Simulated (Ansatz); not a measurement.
A nudged elastic band was laid between two geometries of ClH + H4Sn (7 atoms, charge 0, multiplicity 1).

Computed with RKS PBE-D4/def2-mTZVP in Ansatz.

```
movable images  : 7
climbing image  : yes
spring          : 5.0 eV/Å²
optimiser       : quadratic models (default)
start path      : through a guess of the saddle point
force threshold : 0.05 eV/Å
iteration limit : 10
end points      : relaxed
```

First end point:

```xyz
7
Properties=species:S:1:pos:R:3
Sn -0.772 0.836 -0.193
H 0.155 -0.631 -0.147
H -0.778 1.406 -1.815
H -2.367 0.470 0.331
H -0.030 1.977 0.854
H 1.401 -1.629 0.307
Cl 2.391 -2.429 0.663
```

Last end point:

```xyz
7
Properties=species:S:1:pos:R:3
Sn -0.179 1.024 0.310
H -0.237 -2.378 -1.191
H 0.047 1.054 -1.393
H -1.538 0.092 0.793
H -0.159 2.592 1.014
H 0.346 -2.289 -0.726
Cl 1.720 -0.096 1.193
```

What changes between the two ends?

Bonds broken: Sn1–H2, H6–Cl7. Bonds formed: Sn1–Cl7, H2–H6. ClH + H4Sn becomes ClH3Sn + H2.

What energy profile does the band end with?

It converged. The highest image is number 4 of 0 to 8, 106.0 kJ/mol above the first end and 179.8 kJ/mol above the last; the last end lies 73.8 kJ/mol below the first. Another band between the same ends (7 images) ends at a top of the same energy, where a vibrational analysis finds 2 clearly imaginary modes. The orbitals stay closed-shell, which can raise the energy where a bond breaks towards radicals; this wasn't checked here.

| image | path coordinate (Å) | energy (kJ/mol) | Sn1–H2 (Å) | H6–Cl7 (Å) | Sn1–Cl7 (Å) |
| --- | --- | --- | --- | --- | --- |
| 0 | 0.00 | 0.0 | 1.74 | 1.32 | 4.63 |
| 1 | 0.69 | 0.4 | 1.74 | 1.32 | 4.39 |
| 2 | 1.38 | 3.3 | 1.74 | 1.32 | 3.95 |
| 3 | 2.07 | 36.5 | 1.78 | 1.36 | 3.38 |
| 4 | 2.76 | 106.0 | 1.99 | 1.65 | 2.92 |
| 5 | 3.38 | 24.2 | 2.31 | 2.01 | 2.57 |
| 6 | 3.99 | -47.3 | 2.73 | 2.35 | 2.41 |
| 7 | 4.60 | -70.4 | 3.21 | 2.74 | 2.38 |
| 8 | 5.21 | -73.8 | 3.72 | 3.22 | 2.37 |

What is the geometry of the highest image?


```xyz
7
Properties=species:S:1:pos:R:3
Sn -0.415 0.601 -0.038
H -0.152 -1.284 -0.633
H -0.329 1.124 -1.675
H -1.985 0.173 0.530
H 0.347 1.712 1.026
H 0.658 -1.377 -0.114
Cl 1.877 -0.949 0.905
```

Time of the run: 48 s on 2 threads of Intel(R) Xeon(R) Platinum 8488C (Sapphire Rapids), on a shared host, peak memory 0.17 GiB.
